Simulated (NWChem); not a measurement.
System meant: C2H4I, doublet; SMILES C[CH]I

The following NWChem deck was run.

```
start job
memory heap 200 mb stack 900 mb global 1100 mb
geometry units angstroms noautoz
  C     -0.357518     2.464281    -0.014387
  C      0.612150     1.347879     0.030540
  I     -0.018300    -0.621644    -0.071115
  H      0.136517     3.401065     0.289799
  H     -0.767958     2.624598    -1.030808
  H     -1.217080     2.293957     0.653348
  H      1.677856     1.481925    -0.167463
end
basis spherical
  * library def2-svp
end
ecp
  I library def2-ecp
end
dft
  odft
  mult 3
  xc b3lyp
  iterations 150
  mulliken
end
task dft energy
```

End of the output:

```
 Summary of "ao basis" -> "" (spherical)
 ------------------------------------------------------------------------------
       Tag                 Description            Shells   Functions and Types
 ---------------- ------------------------------  ------  ---------------------
 *                          def2-svp                  on all atoms

                                 NWChem DFT Module
                                 -----------------

 Summary of "ao basis" -> "ao basis" (spherical)
 ------------------------------------------------------------------------------
       Tag                 Description            Shells   Functions and Types
 ---------------- ------------------------------  ------  ---------------------
 C                          def2-svp                 6       14   3s2p1d
 I                          def2-svp                10       26   4s4p2d
 H                          def2-svp                 3        5   2s1p

 Summary of "ao basis" -> "ao basis" (spherical)
 ------------------------------------------------------------------------------
       Tag                 Description            Shells   Functions and Types
 ---------------- ------------------------------  ------  ---------------------
 C                          def2-svp                 6       14   3s2p1d
 I                          def2-svp                10       26   4s4p2d
 H                          def2-svp                 3        5   2s1p

  number of electrons :                   41
  multiplicity        :                    3
 ------------------------------------------------------------------------
  no. of electrons and multiplicity not compatible                  41
 ------------------------------------------------------------------------
 ------------------------------------------------------------------------
  current input line :
    25: task dft energy
 ------------------------------------------------------------------------
 ------------------------------------------------------------------------
 There is an error in the input file
 ------------------------------------------------------------------------
 For more information see the NWChem manual at https://nwchemgit.github.io

0: no. of electrons and multiplicity not compatible:Received an Error in Communication
```

Problem. Can this run be used? If not, why, and what is the fix?

Solution. The program refused the input. Cause: the multiplicity doesn't fit the number of electrons (an even count wants an odd multiplicity, and the reverse). This input runs:
```
start job
memory heap 200 mb stack 900 mb global 1100 mb
geometry units angstroms noautoz
  C     -0.357518     2.464281    -0.014387
  C      0.612150     1.347879     0.030540
  I     -0.018300    -0.621644    -0.071115
  H      0.136517     3.401065     0.289799
  H     -0.767958     2.624598    -1.030808
  H     -1.217080     2.293957     0.653348
  H      1.677856     1.481925    -0.167463
end
basis spherical
  * library def2-svp
end
ecp
  I library def2-ecp
end
dft
  odft
  mult 2
  xc b3lyp
  iterations 150
  mulliken
end
task dft energy
```
It converges to -376.29629 Ha (B3LYP/def2-SVP with def2 effective core potentials on I, spin-unrestricted).
